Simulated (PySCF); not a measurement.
C₂H₉NSi₂, SMILES [SiH3]N1C[SiH2]C1. Atoms are numbered in the order given.

```xyz
14

Si     2.1259     0.0362     0.0000
N      0.3881     0.0641     0.0000
C     -0.4816    -0.1270     1.1821
Si    -1.9678     0.0694     0.0000
C     -0.4816    -0.1270    -1.1821
H      2.7328    -1.3377     0.0000
H      2.6028     0.7379    -1.2279
H      2.6028     0.7379     1.2279
H     -0.3287     0.6309     1.9694
H     -0.3984    -1.1281     1.6517
H     -2.5944     1.4221     0.0000
H     -3.0402    -0.9685     0.0000
H     -0.3287     0.6309    -1.9694
H     -0.3984    -1.1281    -1.6517
```
Charge 0, spin multiplicity 1.

Coordinates come from a B3LYP-D3(BJ)/def2-SVP optimisation. This is a generated structure with no PubChem entry under its InChIKey; it may be hypothetical.

Method: PySCF with B3LYP/pcSseg-1.

GIAO shieldings, no solvent; atoms listed in one row are averaged. δ = σ(ref) − σ: ²⁹Si against TMS (σ = 338.7 ppm); ¹⁵N against NH3 (σ = 265.5 ppm); ¹³C against TMS (σ = 181.3 ppm); ¹H against TMS (σ = 31.68 ppm), references at their B3LYP-D3(BJ)/def2-TZVP geometries, non-relativistic.

| nucleus | atoms | count | δ (ppm) |
|---|---|---|---|
| ²⁹Si | Si4 | 1 | -22.7 |
| ²⁹Si | Si1 | 1 | -53.1 |
| ¹⁵N | N2 | 1 | 27.8 |
| ¹³C | C3, C5 | 2 | 45.3 |
| ¹H | H11, H12 | 2 | 5.25 |
| ¹H | H6, H7, H8 | 3 | 4.70 |
| ¹H | H14, H10 | 2 | 3.59 |
| ¹H | H13, H9 | 2 | 3.37 |
